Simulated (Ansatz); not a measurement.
Two isomers of C3H7FGe: A = `C=[CH][GeH2][CH2]F`, B = `C[CH](C)[Ge][F]`.

Calculated with Ansatz (gas phase, PBE0-D4/def2-TZVP geometries, no zero-point term in ΔE). CBS: MP2 limit from def2 TZ/QZ plus the TZ coupled-cluster correction, frozen cores. DFT in def2-TZVPP. B3LYP here is the variant with VWN-RPA as its local correlation; programs differ in this. For Ge outer-core shells are correlated without core-valence functions, which leaves a few kJ/mol of doubt a bond. Scalar relativity is left out up to krypton. Each species was taken in one conformer, which may not be the lowest.

A:

```xyz
12

C     1.542    1.007    1.356
C     0.483    1.066    0.557
Ge    0.169   -0.194   -0.878
C    -1.525   -1.163   -0.555
F    -2.577   -0.259   -0.495
H     1.693    1.720    2.163
H     2.309    0.247    1.241
H    -0.255    1.850    0.717
H     0.058    0.523   -2.235
H     1.323   -1.215   -0.912
H    -1.733   -1.878   -1.356
H    -1.485   -1.703    0.395
```

B:

Z-matrix (Å, degrees):
```
C
C 1 1.525
H 1 1.095 2 112.6
H 1 1.093 2 110.9 3 -120.8
H 1 1.096 2 110.9 3 119.8
C 2 1.525 1 111.9 3 -178.4
Ge 2 2.002 1 109.8 3 59.6
H 2 1.097 1 109.4 3 -57.1
H 6 1.096 2 110.9 1 58.7
H 6 1.093 2 110.9 1 -60.7
H 6 1.095 2 112.6 1 178.5
F 7 1.769 2 95.2 1 61.4
```

**Question.** Which isomer does CCSD(T)/CBS put lower? Give the gap. (Estimate.)

**Answer.** The calculation gave: B, by 180.4 kJ/mol.

**Question.** Give E(B) − E(A) in kJ/mol with B3LYP-D4, CCSD/def2-TZVPP, ωB97M-V, B2PLYP, PBE-D4, B3LYP, HF/def2-TZVPP. (Estimate.)

**Answer.** Ansatz gave: B3LYP-D4 -185.3, CCSD/def2-TZVPP -166.3, ωB97M-V -186.1, B2PLYP -177.9, PBE-D4 -185.8, B3LYP -179.3, HF/def2-TZVPP -157.7. None reverses the order clearly.

Largest T1 diagnostic: 0.013.

In def2-TZVPP, CCSD(T) changes the Hartree–Fock value by −7.7 kJ/mol (the triples alone add +0.9 kJ/mol) and MP2 by −18.0 kJ/mol. The D4 term adds −6.0 kJ/mol with B3LYP and −2.9 kJ/mol with PBE0; it sums over pairs of atoms, weighted by their polarisabilities, and B3LYP, whose exchange is more repulsive, gets the larger term.
